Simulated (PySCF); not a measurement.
OZr, singlet, at a GFN2-xTB geometry (such geometries of metal compounds can be far from the true shape) (core potentials on Zr), with bond 1-2 at 1.4 times its length; PySCF with CASCI(2,4)/def2-SVP.

PySCF was given this input:
```python
from pyscf import gto, scf, mcscf
import numpy

mol = gto.M(
    atom='''
Zr    0.000000    0.000000   -0.992690
O     0.000000    0.000000    1.459838
''',
    basis='def2-svp',
    ecp={'Zr': 'def2-svp'},
    charge=0,
    spin=0,
    verbose=4,
)

mf = scf.RHF(mol)
mf.kernel()
mc = mcscf.CASCI(mf, 4, 2)
mc.fix_spin_(ss=0.0)
mc.kernel()
occ = numpy.linalg.eigvalsh(mc.fcisolver.make_rdm1(mc.ci, mc.ncas, mc.nelecas))[::-1]
ss = mc.fcisolver.spin_square(mc.ci, mc.ncas, mc.nelecas)[0]
print('natural occupations', occ.round(4), ' <S^2>', round(ss, 4))
```

Output, abridged:

```
PySCF version 2.14.0

[INPUT] verbose = 4
[INPUT] num. atoms = 2
[INPUT] num. electrons = 20
[INPUT] charge = 0
[INPUT] spin (= nelec alpha-beta = 2S) = 0
[INPUT] symmetry False subgroup None
[INPUT] Mole.unit = angstrom
[INPUT] Symbol           X                Y                Z      unit          X                Y                Z       unit  Magmom
[INPUT]  1 Zr     0.000000000000   0.000000000000  -0.992690000000 AA    0.000000000000   0.000000000000  -1.875912226594 Bohr   0.0
[INPUT]  2 O      0.000000000000   0.000000000000   1.459838000000 AA    0.000000000000   0.000000000000   2.758694006233 Bohr   0.0

nuclear repulsion = 20.7137338486329
number of shells = 17
number of NR pGTOs = 81
number of NR cGTOs = 45
basis = def2-svp
ecp = {'Zr': 'def2-svp'}

******** <class 'pyscf.scf.hf.RHF'> ********
method = RHF
initial guess = minao
damping factor = 0
level_shift factor = 0
DIIS = <class 'pyscf.scf.diis.CDIIS'>
diis_start_cycle = 1
diis_space = 8
diis_damp = 0
SCF conv_tol = 1e-09
SCF conv_tol_grad = None
SCF max_cycles = 50
direct_scf = True
direct_scf_tol = 1e-13
Set gradient conv threshold to 3.16228e-05
Initial guess from minao.
init E= -114.304156824609
  HOMO = -0.376778711707679  LUMO = -0.27915235930602  gap/eV = 2.65655
cycle= 1 E= -120.664270316692  delta_E= -6.36  |g|= 1.14  |ddm|=  2.7
  HOMO = -0.176123471768831  LUMO = -0.171082112553623  gap/eV = 0.13718
cycle= 2 E= -114.077299253306  delta_E= 6.59  |g|= 3.57  |ddm|=  3.7
  HOMO = -0.256969965717748  LUMO = -0.0207612295030055  gap/eV = 6.42757
cycle= 3 E= -120.965407686099  delta_E= -6.89  |g|= 0.423  |ddm|= 3.54
  HOMO = -0.302939901846962  LUMO = -0.0474801950839247  gap/eV = 6.95141
cycle= 4 E= -121.031703326406  delta_E= -0.0663  |g|= 0.194  |ddm|= 0.477
  HOMO = -0.293808006965286  LUMO = -0.0213055860023302  gap/eV = 7.41517
cycle= 5 E= -121.044712596633  delta_E= -0.013  |g|= 0.0596  |ddm|= 0.227
  HOMO = -0.295725997171886  LUMO = -0.0252435481197538  gap/eV = 7.36020
cycle= 6 E= -121.047730573269  delta_E= -0.00302  |g|= 0.0319  |ddm|= 0.132
  HOMO = -0.295017964800323  LUMO = -0.0255437187893465  gap/eV = 7.33277
cycle= 7 E= -121.049839577746  delta_E= -0.00211  |g|= 0.0262  |ddm|= 0.109
  HOMO = -0.293327916202166  LUMO = -0.0248872676557269  gap/eV = 7.30464
cycle= 8 E= -121.051623430281  delta_E= -0.00178  |g|= 0.025  |ddm|= 0.0926
  HOMO = -0.284998291667101  LUMO = -0.019244313162847  gap/eV = 7.23153
cycle= 9 E= -121.057009706577  delta_E= -0.00539  |g|= 0.0233  |ddm|= 0.31
  HOMO = -0.277662175908524  LUMO = -0.0150312556753893  gap/eV = 7.14655
cycle= 10 E= -121.059378791508  delta_E= -0.00237  |g|= 0.0169  |ddm|= 0.234
  HOMO = -0.263796094202377  LUMO = 0.00518725849810252  gap/eV = 7.31941
cycle= 11 E= -121.057482239836  delta_E= 0.0019  |g|= 0.0514  |ddm|= 0.405
  HOMO = -0.270695954342095  LUMO = -0.00679317830034  gap/eV = 7.18116
cycle= 12 E= -121.06006867057  delta_E= -0.00259  |g|= 0.00655  |ddm|= 0.233
  HOMO = -0.268644508793145  LUMO = -0.0045491100155273  gap/eV = 7.18640
cycle= 13 E= -121.059868787079  delta_E= 0.0002  |g|= 0.0169  |ddm|= 0.0616
  HOMO = -0.270184256717918  LUMO = -0.00721720466348423  gap/eV = 7.15570
cycle= 14 E= -121.060083982581  delta_E= -0.000215  |g|= 0.00483  |ddm|= 0.0496
  HOMO = -0.270658137428022  LUMO = -0.00847033421938119  gap/eV = 7.13449
cycle= 15 E= -121.060111199901  delta_E= -2.72e-05  |g|= 0.000409  |ddm|= 0.0288
  HOMO = -0.270573107375974  LUMO = -0.00832254475012142  gap/eV = 7.13620
cycle= 16 E= -121.060110387405  delta_E= 8.12e-07  |g|= 0.000988  |ddm|= 0.00477
  HOMO = -0.270682135948135  LUMO = -0.00850821008049083  gap/eV = 7.13412
cycle= 17 E= -121.060111265701  delta_E= -8.78e-07  |g|= 0.000175  |ddm|= 0.00398
  HOMO = -0.27071194838792  LUMO = -0.00855358524550342  gap/eV = 7.13369
cycle= 18 E= -121.060111301105  delta_E= -3.54e-08  |g|= 4.95e-06  |ddm|= 0.00105
  HOMO = -0.270711502895871  LUMO = -0.0085541258408277  gap/eV = 7.13367
cycle= 19 E= -121.060111301137  delta_E= -3.18e-11  |g|= 1.53e-06  |ddm|= 3.87e-05
  HOMO = -0.270711472144676  LUMO = -0.00855386299556047  gap/eV = 7.13367
Extra cycle  E= -121.060111301138  delta_E= -1.08e-12  |g|= 2.16e-06  |ddm|= 5.27e-06
converged SCF energy = -121.060111301138

******** <class 'pyscf.mcscf.casci.CASCI'> ********
CAS (1e+1e, 4o), ncore = 9, nvir = 32
natorb = False
canonicalization = True
sorting_mo_energy = False
******** <class 'pyscf.fci.addons.SpinPenaltyFCISolver'> ********
max. cycles = 200
conv_tol = 1e-08
davidson only = True
linear dependence = 1e-12
level shift = 0.001
max iter space = 12
nroots = 1
pspace_size = 400
spin = None
Density matrix diagonal elements [1.90037296 0.06043162 0.01959771 0.01959771]
CASCI converged
CASCI E = -121.073469516789  E(CI) = -0.801336595858544  S^2 = 0.0000000
natural occupations [1.9021 0.0587 0.0196 0.0196]  <S^2> 0.0
```
